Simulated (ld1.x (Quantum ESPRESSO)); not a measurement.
## Which change was made? (Ta, RRKJ)

* Element: Ta (Z = 73)
* Generator: ld1.x (Quantum ESPRESSO) 7.5
* Type: norm-conserving RRKJ (Kleinman–Bylander form)
* Functional: PBEsol
* Relativity: scalar-relativistic
* Frozen core: [Kr] 4d10 4f14 5s2
* Valence charge: 11
* Reference configuration: 5p6 5d3 6s1.5 6p0 (charge +0.5)
* Partial waves: 5p (bound): rc 1.75 bohr; 5d (bound): rc 1.75 bohr; 6s (bound): rc 2.35 bohr
* Local potential: the s channel
* Core correction: none
* rho0: 0.02

Cutoffs, loose and tight: the cutoffs (Ry, on a coarse ladder) from which the occupation-weighted sum of valence levels, in a spherical-Bessel basis at the reference potential, stays within 10 and 1 mRy of its value at 400 Ry. They do not see the model core or the augmentation charge, which bear on the density cutoff. Test errors are all-electron minus pseudo excitation energies from the reference, over the configurations 5p6 5d3 6s2 6p0; 5p6 5d3 6s1 6p0; 5p6 5d3 6s0 6p0; 5p6 5d2 6s0 6p0; 5p5 5d3 6s2 6p0; 5p6 5d3 6s1 6p1; 5p6 5d4 6s0 6p0; variants that change the core or the reference have their own tests.

The base gives: outcome: generated; cutoff, loose: 45 Ry; cutoff, tight: 70 Ry; bound ghosts: none; largest test error (meV): -448.

After one change the result is: outcome: generated; cutoff, loose: 30 Ry; cutoff, tight: 55 Ry; bound ghosts: none; largest test error (meV): -446. Which change was it?
A. wave 5p (bound): rc 1.75 bohr becomes 5p (bound): rc 2.00 bohr
B. core [Xe] 4f14, valence charge 5; reference 5d3 6s1.75 6p0.25; waves now 6s (bound): rc 2.75 bohr; 6p (bound): rc 3.20 bohr; 5d (bound): rc 2.65 bohr; local potential the d channel; core correction Bessel-smoothed model core, default radius (core density twice the valence density)
C. all radii scaled by about 1.12 (s 2.62, p 1.96, d 1.96 bohr)

A. The others give: all radii scaled by about 1.12 (s 2.62, p 1.96, d 1.96 bohr) → outcome: generated; cutoff, loose: 25 Ry; cutoff, tight: 35 Ry; bound ghosts: none; largest test error (meV): -462 | core [Xe] 4f14, valence charge 5; reference 5d3 6s1.75 6p0.25; waves now 6s (bound): rc 2.75 bohr; 6p (bound): rc 3.20 bohr; 5d (bound): rc 2.65 bohr; local potential the d channel; core correction Bessel-smoothed model core, default radius (core density twice the valence density) → outcome: failed: run_pseudo: Errors in PS-KS equation.
